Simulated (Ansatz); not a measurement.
`C#C[Si](C)(Cl)Cl` + `C#C[Si](Cl)(Cl)Cl` → `C#C[Si](Cl)(Cl)C#C` + `C[Si](Cl)(Cl)Cl`  (redistribution)

Calculated with Ansatz (gas phase, PBE0-D4/def2-TZVP geometries, no zero-point term in ΔE). CBS: MP2 limit from def2 TZ/QZ plus the TZ coupled-cluster correction, frozen cores. DFT in def2-TZVPP. B3LYP here is the variant with VWN-RPA as its local correlation; programs differ in this. HSE06 is defined as in plane-wave codes.

| level | ΔE (kcal/mol) | difference from CCSD(T)/CBS |
| --- | --- | --- |
| LDA (SPW92) | -0.7 | 0.0 |
| PBE-D4 | -0.7 | 0.0 |
| revPBE-D4 | -0.7 | 0.0 |
| BLYP-D4 | -0.8 | -0.1 |
| B97M-V | -0.8 | -0.1 |
| PBE0-D4 | -0.7 | 0.0 |
| r2SCANh-D4 | -0.7 | 0.0 |
| r2SCAN0-D4 | -0.7 | 0.0 |
| HSE06-D4 | -0.7 | 0.0 |
| CAM-B3LYP-D4 | -0.7 | 0.0 |
| ωB97M-V | -0.7 | 0.0 |
| B2PLYP | -0.8 | -0.1 |
| PBE-QIDH | -0.7 | 0.0 |
| PBE | -0.7 | 0.0 |
| revPBE | -0.7 | 0.0 |
| BLYP | -0.8 | -0.1 |
| r2SCAN | -0.7 | 0.0 |
| PBE0 | -0.7 | 0.0 |
| B3LYP | -0.8 | -0.1 |
| r2SCANh | -0.7 | 0.0 |
| HSE06 | -0.7 | 0.0 |
| BHLYP | -0.8 | -0.1 |
| CAM-B3LYP | -0.8 | -0.1 |
| LC-ωPBE | -0.7 | 0.0 |
| RPA@PBE/def2-TZVPP | -0.7 | 0.0 |
| HF/def2-SVP | -0.8 | -0.1 |
| MP2/def2-SVP | -0.6 | 0.1 |
| CCSD/def2-SVP | -0.5 | 0.2 |
| CCSD(T)/def2-SVP | -0.5 | 0.2 |
| HF/def2-TZVPP | -0.8 | -0.1 |
| MP2/def2-TZVPP | -0.8 | -0.1 |
| SCS-MP2/def2-TZVPP | -0.8 | -0.1 |
| CCSD/def2-TZVPP | -0.7 | 0.0 |
| CCSD(T)/def2-TZVPP | -0.7 | 0.0 |
| HF/def2-QZVPP | -0.8 | -0.1 |
| MP2/def2-QZVPP | -0.8 | -0.1 |
| SCS-MP2/def2-QZVPP | -0.8 | -0.1 |
| HF/CBS(def2) | -0.8 | -0.1 |
| MP2/CBS(def2) | -0.8 | -0.1 |
| CCSD/CBS(def2) | -0.8 | -0.1 |
| CCSD(T)/CBS | -0.7 | 0 |

Largest T1 diagnostic among the species: 0.012.

Leaving LDA and LC-ωPBE aside and taking each functional with its dispersion term where it has one, the values spread over 0.1 kcal/mol, from B97M-V to revPBE-D4.
